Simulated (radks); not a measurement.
Results of a calculation; reference values are marked as such.
Spherical jellium clusters: N electrons in a uniform positive sphere of charge N and radius rs N^(1/3), rs = 2.03 bohr. Level of theory: non-relativistic Kohn-Sham, PBE, spin-polarised, spherical densities (a radial shooting solver with Libxc functionals). Levels are named by radial order and angular momentum (1s, 1p, 1d, 2s, ...), and open shells are averaged over m.

N = 21, configuration 1s2 1p6 1d10 2s2 1f(up 1, down 0). This is the lowest configuration that the search found. Occupied and some empty levels:

level    occupation  eigenvalue (eV)  <r> (bohr)
1s up             1          -12.175       3.424
1s down           1          -12.134       3.392
1p up             3          -9.1730       4.214
1p down           3          -9.0756       4.185
1d up             5          -5.6753       4.874
1d down           5          -5.5307       4.853
2s up             1          -4.7145       4.556
2s down           1          -4.6002       4.558
1f up             1          -1.9554       5.697
1f down           0          -1.7819       5.695
2p up             0          -1.5332       6.796
2p down           0          -1.4180       6.790

Energy (eV): total -6.04740, kinetic 118.73, external -2462.9, Hartree 1184.8, exchange-correlation -132.31, background 1285.6.
